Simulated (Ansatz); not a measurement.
The same molecule with X = O, S, Se. Ansatz, PBE0-D4/def2-TZVP geometries, multiplicity 1.

Scalar relativity is left out up to krypton.

```json
{"X": "O", "molecule": "`C=C1CO1`", "mean X–C bond length / Å": "1.405", "LUMO energy (PBE0/def2-TZVPP) / eV": "0.73", "size of the dipole moment (PBE/def2-TZVPP) / D": "1.54", "ideal-gas entropy at 298 K and 1 bar (rigid rotor, harmonic PBE0-D4/def2-TZVP) / J/(mol·K)": "269"}
{"X": "Se", "molecule": "`C=C1C[Se]1`", "mean X–C bond length / Å": "1.938", "LUMO energy (PBE0/def2-TZVPP) / eV": "-0.63", "size of the dipole moment (PBE/def2-TZVPP) / D": "1.28", "ideal-gas entropy at 298 K and 1 bar (rigid rotor, harmonic PBE0-D4/def2-TZVP) / J/(mol·K)": "294"}
```

Give the row for X = S, `C=C1CS1`. (Best estimate.)

Computed: 
```
X   molecule  mean X–C bond length / Å  LUMO energy (PBE0/def2-TZVPP) / eV  size of the dipole moment (PBE/def2-TZVPP) / D  ideal-gas entropy at 298 K and 1 bar (rigid rotor, harmonic PBE0-D4/def2-TZVP) / J/(mol·K)
S  `C=C1CS1`                     1.781                               -0.17                                            1.26                                                                                         282
```

From O to Se the mean X–C bond length rises at each step, by 0.533 Å in all; the LUMO energy (PBE0/def2-TZVPP) falls at each step, by 1.36 eV in all; the ideal-gas entropy at 298 K and 1 bar (rigid rotor, harmonic PBE0-D4/def2-TZVP) rises at each step, by 25 J/(mol·K) in all. Bonds lengthen as the atom grows down the group. Dipoles are sizes alone, and their direction can turn along the series.
